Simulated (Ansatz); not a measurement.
Si18H24⁺, a nanocrystal cut from hexagonal silicon. Total charge 1; doublet. Geometry PBE-D4/def2-SVP, that of the neutral singlet; atoms count from 1.

```
atom   x (Å)   y (Å)   z (Å)
 Si1   0.435   1.745   4.219
 Si2   2.653   1.541   3.409
 Si3  -1.092   0.996   2.593
 Si4  -0.824   2.269   0.633
 Si5   2.640   0.649   1.232
 Si6   1.394   2.063  -0.176
 Si7  -2.351   1.540  -1.001
 Si8  -2.077   2.831  -2.950
 Si9   1.381   1.193  -2.361
Si10   0.140   2.622  -3.760
Si11  -0.629  -1.249   2.068
Si12   1.589  -1.456   1.260
Si13  -2.154  -2.015   0.449
Si14  -1.873  -0.711  -1.488
Si15   1.578  -2.365  -0.910
Si16   0.345  -0.918  -2.295
Si17  -1.686  -4.265  -0.057
Si18   0.533  -4.473  -0.863
 H19   0.154   3.187   4.560
 H20   0.282   0.928   5.478
 H21   3.312   2.898   3.401
 H22   3.444   0.642   4.327
 H23  -2.516   1.117   3.083
 H24  -1.076   3.727   0.941
 H25   4.043   0.506   0.691
 H26   2.019   3.439  -0.186
 H27  -3.759   1.653  -0.464
 H28  -2.368   4.281  -2.648
 H29  -3.046   2.370  -4.010
 H30   2.801   1.044  -2.854
 H31   0.790   3.983  -3.806
 H32   0.114   2.068  -5.163
 H33  -0.753  -2.093   3.315
 H34   2.342  -2.381   2.188
 H35  -3.564  -1.853   0.967
 H36  -2.811  -1.203  -2.565
 H37   2.995  -2.469  -1.422
 H38   0.283  -1.491  -3.692
 H39  -1.855  -5.114   1.179
 H40  -2.651  -4.765  -1.104
 H41   1.308  -5.408   0.032
 H42   0.511  -5.064  -2.251
```

Single mean-field runs in def2-TZVP are fitted with def2-universal-jkfit.

(1) Estimate the Mulliken populations of the heavy atoms from the PBE0/def2-TZVP orbitals of Ansatz.

(2) Where does the spin sit?

(3) And the Mayer bond orders between heavy atoms (over 0.3)?

## Answers

(1) 
```
atom  charge (e)  spin (α − β)
 Si1       -0.01          0.00
 Si2       -0.01          0.00
 Si3       -0.02          0.07
 Si4        0.00          0.02
 Si5       -0.02          0.07
 Si6        0.00          0.02
 Si7       -0.01          0.09
 Si8        0.00          0.06
 Si9       -0.01          0.09
Si10        0.00          0.06
Si11       -0.01          0.01
Si12       -0.01          0.01
Si13       -0.02          0.08
Si14        0.00          0.05
Si15       -0.02          0.08
Si16        0.00          0.05
Si17        0.00          0.04
Si18        0.00          0.04
```
Mulliken values depend strongly on the basis.

(2) Summed by element: Si 0.84, H 0.16, of 1 unpaired in all. Largest on single atoms: Si7 0.09, Si9 0.09, Si13 0.08.

(3) Si1–Si2 0.93 (2.37 Å); Si1–Si3 0.94 (2.35 Å); Si2–Si5 0.94 (2.35 Å); Si3–Si4 0.88 (2.35 Å); Si3–Si11 0.90 (2.35 Å); Si4–Si6 0.94 (2.37 Å); Si4–Si7 0.93 (2.35 Å); Si5–Si6 0.88 (2.35 Å); Si5–Si12 0.90 (2.35 Å); Si6–Si9 0.93 (2.35 Å); Si7–Si8 0.87 (2.35 Å); Si7–Si14 0.89 (2.35 Å); Si8–Si10 0.94 (2.37 Å); Si9–Si10 0.87 (2.35 Å); Si9–Si16 0.89 (2.35 Å); Si11–Si12 0.94 (2.37 Å); Si11–Si13 0.94 (2.35 Å); Si12–Si15 0.94 (2.35 Å); Si13–Si14 0.87 (2.35 Å); Si13–Si17 0.89 (2.35 Å); Si14–Si16 0.95 (2.37 Å); Si15–Si16 0.87 (2.35 Å); Si15–Si18 0.89 (2.35 Å); Si17–Si18 0.94 (2.37 Å).
